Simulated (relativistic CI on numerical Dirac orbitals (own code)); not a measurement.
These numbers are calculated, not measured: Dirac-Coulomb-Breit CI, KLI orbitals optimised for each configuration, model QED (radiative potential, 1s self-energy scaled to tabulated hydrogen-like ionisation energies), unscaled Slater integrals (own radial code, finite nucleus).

The strongest absorption lines from the ground level of an ion, among the configurations computed and to levels below about 1780 eV (vacuum wavelength in nm, gf): 0.69791 (0.26), 0.89635 (0.48), 0.90003 (0.31), 0.90181 (0.2), 0.90612 (0.077), 0.92115 (1.4), 9.8119 (0.15), 11.026 (0.12).

Question: Which ion is it?
A. Cu²⁴⁺
B. Cu²⁶⁺
C. As²⁸⁺
D. Mn²⁰⁺

Answer: A. Cu²⁴⁺ has 5 electrons and the ground level 2s2 2p 2P°_1/2; the strongest line goes to 2s2 3d 2D_3/2. The pattern of lines fixes the number of electrons, and along that sequence the line energies rise steadily with the charge (about as its square where n changes within one kind of shell, about linearly where n is kept but much faster in heavy ions where fine structure, which grows about as Z⁴, sets the gap, and irregularly where shells cross), which fixes Z. Configurations outside the model, such as inner-shell arrays, can give stronger lines. At this charge energies of transitions that change n are usually good to better than 1 %, and those within a shell (Δn = 0) to a few per cent.

LS names give the leading component of a level, which can be under half, so a name can repeat, a term be missing and a line seem to break the LS rules.
